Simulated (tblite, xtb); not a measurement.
C2H6Cl2Si, triplet, at the geometry of the source list (a higher spin typed on purpose: for a closed-shell molecule this is an excited state). Base run: xtb with GFN1-xTB.

Geometry (Å):
```xyz
11

C      1.4697    -0.5685    -0.3937
Si     0.0464     0.6622    -0.1210
C     -1.5228    -0.1895     0.5322
Cl     0.6384     2.0784     1.2127
Cl    -0.3817     1.5844    -1.8820
H      1.1966    -1.3323    -1.1157
H      2.3596    -0.0683    -0.7669
H      1.7395    -1.0694     0.5313
H     -2.3276     0.5252     0.6834
H     -1.8805    -0.9426    -0.1636
H     -1.3377    -0.6797     1.4834
```
Charge 0, spin multiplicity 3.
All else is at xtb's defaults.
Base energy -17.68023 Eh.

Programs used: tblite, xtb; a row that names a program was run with it.

Each row names what was changed in the base input (with any setting that the change needs).

```json
[
 {"change": "base", "ΔE vs base (mEh)": "0.000", "dipole (D)": "1.57", "G_solv (kcal/mol)": "-", "SCF cycles": "16"},
 {"change": "etemp = 10", "ΔE vs base (mEh)": "1.299", "dipole (D)": "1.20", "G_solv (kcal/mol)": "-", "SCF cycles": "45"},
 {"change": "program = tblite; method = gfn1", "ΔE vs base (mEh)": "0.000", "dipole (D)": "-", "G_solv (kcal/mol)": "-", "SCF cycles": "-"},
 {"change": "gbsa = chcl3", "ΔE vs base (mEh)": "-7.588", "dipole (D)": "2.00", "G_solv (kcal/mol)": "-4.86", "SCF cycles": "13"},
 {"change": "acc = 0.1", "ΔE vs base (mEh)": "0.000", "dipole (D)": "1.57", "G_solv (kcal/mol)": "-", "SCF cycles": "18"},
 {"change": "alpb = ether", "ΔE vs base (mEh)": "-7.079", "dipole (D)": "1.84", "G_solv (kcal/mol)": "-4.50", "SCF cycles": "15"},
 {"change": "program = tblite; method = gfn1; option = (--alpb, water)", "ΔE vs base (mEh)": "0.208", "dipole (D)": "-", "G_solv (kcal/mol)": "-", "SCF cycles": "-"},
 {"change": "file = coord", "ΔE vs base (mEh)": "0.000", "dipole (D)": "1.57", "G_solv (kcal/mol)": "-", "SCF cycles": "16"},
 {"change": "alpb = acetonitrile", "ΔE vs base (mEh)": "-6.094", "dipole (D)": "1.89", "G_solv (kcal/mol)": "-3.88", "SCF cycles": "14"},
 {"change": "etemp = 10000", "ΔE vs base (mEh)": "-138.8", "dipole (D)": "1.29", "G_solv (kcal/mol)": "-", "SCF cycles": "10"}
]
```

ALPB and GBSA are two models with their own fitted parameters for each solvent, which aren't always the measured dielectric constant.
